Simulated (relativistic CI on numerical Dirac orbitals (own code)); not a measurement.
**Calculated levels, Kr XXII**

Computed by Dirac-Coulomb-Breit CI, orbitals from a KLI potential per configuration, a model potential for QED, unscaled Slater integrals (own radial code, finite nucleus).

Configurations in the expansion (outside the closed core [Ne]): 3s2.3p3, 3s.3p4, 3s2.3p2.3d, 3p5, 3s.3p3.3d, 3p4.3d, 3s.3p2.3d2, 3s2.3p.3d.4p, 3p4.4s, 3s2.3p2.4s, 3p4.4p, 3s.3p2.3d.4s, 3s2.3p2.4p, 3s2.3p2.4d, 3s.3p3.4s, 3p3.3d.4p, 3s2.3p2.4f, 3s.3p3.4p, 3s.3p3.4d, 3s.3p3.4f, 3s2.3p2.5s, 3s2.3p2.5p, 3s2.3p.4s.4p, 3s2.3p2.5d, 3s2.3p2.5f, 3s2.3p2.5g, 3s.3p2.4s2, 3s.3p3.5s, 3s2.3p.3d2, 3s2.3d3, 3s.3p.3d3, 3s2.3d2.4s, 3s2.3d2.4p, 3s2.3d2.4d, 3p3.3d2, 3p2.3d3, 3p2.3d2.4s, 3p2.3d2.4p, 3p2.3d2.4d, 3s2.3p.3d.4s, 3s.3p.3d2.4s, 3s2.3d.4s2, 3s2.3d.4s.4p, 3s2.3d.4s.4d, 3s.3p2.3d.4p, 3s.3p.3d2.4p, 3s.3p.3d.4s.4p, 3s.3p.3d.4p2, 3s.3p.3d.4p.4d, 3p3.3d.4s, 3p2.3d.4s2, 3p2.3d.4s.4p, 3p2.3d.4s.4d, 3s2.3p.4s2, 3s.3p.3d.4s2, 3s2.4s2.4p, 3s2.4s2.4d, 3s2.3p.4p2, 3s2.3d.4p2, 3s2.4s.4p2, 3s2.4p3, 3s2.4p2.4d, 3s.3p2.4s.4p, 3s.3p.4s2.4p, 3s.3p.4s.4p2, 3s.3p.4s.4p.4d. Double excitations out of closed p, d and f shells are left out; levels of such configurations are missing from the list, as are those of other unlisted configurations, and high levels can miss mixing partners. These lack a partner that the ground configuration has and come out too high: 3s2.3p2.4f, 3s.3p3.4d, 3s.3p3.4f, 3s2.3p2.5s, 3s2.3p2.5p.

The lowest level is 3s2.3p3 4S°_3/2, with 69 % of that term; Hund's rules for 3s2.3p3 give 4S° with J = 3/2, in agreement.

```tsv
No.	Configuration	Term	J	E (cm⁻¹)	%	Next component (%)	jj configuration (%)
1	3s2.3p3	4S°	3/2	0	69	20 2P°	3p3/2 (74)
2	3s2.3p3	2D°	3/2	79169	64	22 4S°	3p1/2 3p3/2^2 (77)
3	3s2.3p3	2D°	5/2	108412	97	2 3s.3p3.3d 2D°	3p1/2 3p3/2^2 (97)
4	3s2.3p3	2P°	1/2	155907	97	1 3s2.3p.3d2 2P°	3p1/2 3p3/2^2 (97)
5	3s2.3p3	2P°	3/2	218633	64	25 2D°	3p3/2^3 (92)
6	3s.3p4	4P	5/2	513167	82	9 3s2.3p2.3d 4P	3s 3p3/2^2 (79)
7	3s.3p4	4P	3/2	564473	78	10 3s2.3p2.3d 4P	3s 3p1/2 3p3/2^3 (56)
8	3s.3p4	4P	1/2	577225	77	11 2S	3s 3p3/2^2 (47)
9	3s.3p4	2D	3/2	641305	53	19 3s2.3p2.3d 2D	3s 3p1/2 3p3/2^3 (43)
10	3s.3p4	2D	5/2	666120	68	21 3s2.3p2.3d 2D	3s 3p1/2 3p3/2^3 (69)
11	3s2.3p2.3d	4F	3/2	717859	26	26 2P	3p1/2^2 3d3/2 (50)
12	3s2.3p2.3d	4F	3/2	731863	51	23 2P	3p1/2 3p3/2 3d3/2 (44)
13	3s.3p4	2S	1/2	733344	27	27 2P	3s 3p1/2 3p3/2^3 (28)
14	3s2.3p2.3d	4F	5/2	746594	62	23 4D	3p1/2^2 3d5/2 (54)
15	3s2.3p2.3d	2F	5/2	777357	68	19 4F	3p1/2 3p3/2 3d3/2 (81)
16	3s2.3p2.3d	4F	7/2	785903	84	10 4D	3p1/2 3p3/2 3d5/2 (69)
17	3s2.3p2.3d	4D	1/2	789667	65	19 3s.3p4 2S	3p1/2 3p3/2 3d3/2 (63)
18	3s2.3p2.3d	2F	7/2	799718	51	40 4D	3p1/2 3p3/2 3d5/2 (52)
19	3s2.3p2.3d	4D	3/2	805935	75	10 4F	3p1/2 3p3/2 3d3/2 (44)
20	3s2.3p2.3d	4F	9/2	816683	80	18 2G	3p1/2 3p3/2 3d5/2 (75)
21	3s2.3p2.3d	2P	1/2	827580	26	24 3s.3p4 2S	3p3/2^2 3d5/2 (42)
22	3s2.3p2.3d	4D	5/2	828505	52	25 2F	3p1/2 3p3/2 3d5/2 (62)
23	3s2.3p2.3d	4D	7/2	876655	35	32 2G	3p3/2^2 3d5/2 (41)
24	3s.3p4	2P	3/2	893930	43	29 3s2.3p2.3d 2P	3p1/2 3p3/2 3d5/2 (30)
25	3s2.3p2.3d	4P	5/2	903897	69	10 2D	3p1/2 3p3/2 3d5/2 (42)
26	3s2.3p2.3d	2G	7/2	904755	52	33 2F	3p3/2^2 3d5/2 (56)
27	3s2.3p2.3d	4P	3/2	918240	56	19 2P	3p1/2 3p3/2 3d3/2 (41)
28	3s2.3p2.3d	4P	1/2	924453	58	13 2S	3p1/2 3p3/2 3d3/2 (70)
29	3s2.3p2.3d	2G	9/2	927434	79	18 4F	3p3/2^2 3d5/2 (75)
30	3s2.3p2.3d	2D	3/2	942699	68	13 4P	3p1/2 3p3/2 3d5/2 (45)
```

Energies count from the lowest computed level; ° marks odd parity. Filled j subshells are mostly left out of the jj labels.

The mean weight of the leading LS term, summed over parents, in these 30 levels is 63 %, and that of the leading jj configuration (from the same eigenvectors) 60 %.

At this charge energies of transitions that change n are usually good to better than 1 %, and those within a shell (Δn = 0) to a few per cent.

LS names give the leading component of a level, which can be under half, so a name can repeat, a term be missing and a line seem to break the LS rules.
